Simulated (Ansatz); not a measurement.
Reaction (SMILES): [GeH] (GeH) → Ge atom + H atom
B3LYP-D3(BJ)/def2-TZVP geometries, fixed; electronic energies without zero-point terms.

The atomisation energy at CCSD(T) with Ansatz (a program for electronic structure), in kcal/mol, split into its Hartree-Fock and correlation parts. Cores are frozen (with 3d on Ga to Br). Open shells are unrestricted. No added dispersion term, no relativity. Functions are those of the species that has most.

```json
[
 {"basis": "aug-cc-pVDZ", "X": "2", "functions": "45", "Hartree-Fock": "45.05", "CCSD(T)": "63.11"},
 {"basis": "aug-cc-pVTZ", "X": "3", "functions": "82", "Hartree-Fock": "45.83", "CCSD(T)": "66.53"},
 {"basis": "aug-cc-pVQZ", "X": "4", "functions": "139", "Hartree-Fock": "46.01", "CCSD(T)": "67.39"}
]
```

Worked estimate of the basis-set limit from each neighbouring pair, with Hartree-Fock from the larger set and the correlation part extrapolated as X^-3.
Correlation parts: X = 2: 18.06, X = 3: 20.70, X = 4: 21.38.
- (2,3): (27·(20.70) - 8·(18.06))/19 = 21.81; with Hartree-Fock 45.83 the estimate is 67.64 kcal/mol.
- (3,4): (64·(21.38) - 27·(20.70))/37 = 21.88; with Hartree-Fock 46.01 the estimate is 67.89 kcal/mol.
The last two estimates differ by 0.24 kcal/mol; the largest set lies 0.50 from the last. Over the last step Hartree-Fock moves by 0.18 and the correlation part by 0.68.
